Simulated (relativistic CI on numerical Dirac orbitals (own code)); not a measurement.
# Hyperfine structure of Ga29+, mass number 71

Method of calculation: Dirac-Coulomb-Breit CI, orbitals from a KLI potential per configuration, model QED (radiative potential, 1s self-energy scaled to tabulated hydrogen-like ionisation energies), unscaled Slater integrals (own radial code, finite nucleus).

Configurations in the expansion: 1s2, 1s 2s, 1s 2p, 1s 3s, 1s 3p, 1s 3d, 1s 4s, 1s 4p, 1s 4d, 1s 4f, 1s 5s, 1s 5p, 1s 5d, 1s 5f, 1s 5g, 1s 6s, 1s 6p, 1s 6d. Levels of other configurations are missing.

Nuclear spin I = 3/2, μ = 2.56033 μN, Q = 0.107 b (tables of Stone and Pyykkö). The electronic factors are computed for point nuclear moments, without core polarisation or the Bohr-Weisskopf and QED corrections.

```json
{"Level": "1s 2s 3S_1", "E (10³ cm⁻¹)": "76897.5", "A (GHz)": "7791", "B (GHz)": "-8.9e-05"}
{"Level": "1s 2p 3P°_1", "E (10³ cm⁻¹)": "77211.8", "A (GHz)": "6691", "B (GHz)": "-3.53"}
{"Level": "1s 2p 3P°_2", "E (10³ cm⁻¹)": "77477.1", "A (GHz)": "3547", "B (GHz)": "12"}
{"Level": "1s 2p 1P°_1", "E (10³ cm⁻¹)": "77647.7", "A (GHz)": "-2815", "B (GHz)": "9.39"}
{"Level": "1s 3s 3S_1", "E (10³ cm⁻¹)": "91164.6", "A (GHz)": "7201", "B (GHz)": "-8.81e-05"}
{"Level": "1s 3p 3P°_1", "E (10³ cm⁻¹)": "91251.5", "A (GHz)": "6571", "B (GHz)": "-1"}
{"Level": "1s 3p 3P°_2", "E (10³ cm⁻¹)": "91330.6", "A (GHz)": "3499", "B (GHz)": "3.62"}
{"Level": "1s 3d 3D_2", "E (10³ cm⁻¹)": "91371.6", "A (GHz)": "3486", "B (GHz)": "0.683"}
```

Levels with J = 0, under 50 % of one LS term, or S terms without an open s electron are left out. Small factors come from cancelling terms and can be off by tens of per cent or more.

At this charge energies of transitions that change n are usually good to better than 1 %, and those within a shell (Δn = 0) to a few per cent.

**Question.** Give the hyperfine levels of 1s 2s 3S_1 relative to its centre of gravity.

**Answer.** With K = F(F + 1) − I(I + 1) − J(J + 1), E = AK/2 + B[¾K(K + 1) − I(I + 1)J(J + 1)]/[2I(2I − 1)J(2J − 1)]: F = 1/2: -19480, F = 3/2: -7791, F = 5/2: 11690 GHz.

LS names give the leading component of a level, which can be under half, so a name can repeat, a term be missing and a line seem to break the LS rules.
